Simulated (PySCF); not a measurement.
From one molecule to another.

First species: cyclohexane, C6H12.
Numbering: `[CH2:1]1[CH2:2][CH2:3][CH2:4][CH2:5][CH2:6]1` (hydrogens: H7, H8 on C1; H9, H10 on C2; H11, H12 on C3; H13, H14 on C4; H15, H16 on C5; H17, H18 on C6)

Geometry (GFN2-xTB, Å), atoms numbered from 1 in this order:
```xyz
18
C6H12 angstrom
C      1.324   -0.611   -0.159
C      1.168    0.835    0.302
C     -0.114    1.439   -0.263
C     -1.325    0.612    0.158
C     -1.169   -0.834   -0.303
C      0.113   -1.439    0.262
H      1.416   -0.635   -1.247
H      2.234   -1.041    0.264
H      2.030    1.424   -0.020
H      1.131    0.864    1.394
H     -0.227    2.468    0.085
H     -0.052    1.461   -1.354
H     -2.236    1.041   -0.266
H     -1.419    0.637    1.246
H     -2.031   -1.423    0.018
H     -1.131   -0.864   -1.394
H      0.226   -2.467   -0.087
H      0.053   -1.462    1.353
```

Second species: C5H7FOS.
Numbering: `[CH3:1][CH2:2][C:3](=[O:4])[C@@H:5]1[S:6][C@H:7]1[F:8]` (hydrogens: H9, H10, H11 on C1; H12, H13 on C2; H14 on C5; H15 on C7)

Levels: PBE0/def2-SVPD for dipole moment, HOMO energy, LUMO energy, HOMO–LUMO gap, static isotropic polarisability and electronic spatial extent ⟨r²⟩ about the centre of nuclear charge; TDDFT PBE0/def2-SVPD for lowest singlet excitation; TDA PBE0/def2-SVPD for lowest triplet excitation (Tamm–Dancoff); GFN2-xTB for rotational constant A and rotational constant C. Geometries: GFN2-xTB. Each structure is a single optimised conformer of the isolated species, non-relativistic unless stated; the electronic structure was computed with PySCF and density fitting.

The conformers computed, where there is a choice (atom-mapped SMILES and torsion angles):
- `[CH3:1][CH2:2][C:3](=[O:4])[C@@H:5]1[S:6][C@H:7]1[F:8]`: C1–C2–C3–O4 -2°, C2–C3–C5–S6 -113°

Task: Which of the two has the higher rotational constant C, and by how much?

Result: The first: 2.512 GHz against 0.853 GHz, a difference of 1.659 GHz.

Task: Which of the two has the higher LUMO energy, and by how much?

Result: The first: 0.84 eV against -1.63 eV, a difference of 2.47 eV.

Task: Which of the two has the higher static isotropic polarisability, and by how much?

Result: The second: 81.2 au against 69.0 au, a difference of 12.2 au.

Task: Which has the higher T1 energy?

Result: The first: 7.81 eV against 3.44 eV, a difference of 4.37 eV.

Task: Which of the two has the higher HOMO–LUMO gap, and by how much?

Result: The first: 9.12 eV against 5.60 eV, a difference of 3.52 eV.

Task: Which of the two has the higher HOMO energy, and by how much?

Result: The second: -7.23 eV against -8.28 eV, a difference of 1.05 eV.

Task: Which of the two has the higher dipole moment, and by how much?

Result: The second: 2.68 D against 0.00 D, a difference of 2.68 D.

Task: Which has the higher ⟨r²⟩?

Result: The second: 1380 bohr² against 583 bohr², a difference of 797 bohr².

On the first: No computed singlet falls in the visible range (750 to 380 nm, 1.65 to 3.26 eV); S1 lies 4.75 eV above its blue end. In wavenumbers S1 is 64600 cm⁻¹ (1 eV = 8065.54 cm⁻¹).

On the second: No computed singlet falls in the visible range (750 to 380 nm, 1.65 to 3.26 eV); S1 lies 0.67 eV above its blue end. The principal polarisabilities are 71.6, 75.5 and 96.5 au; their mean is the isotropic value.
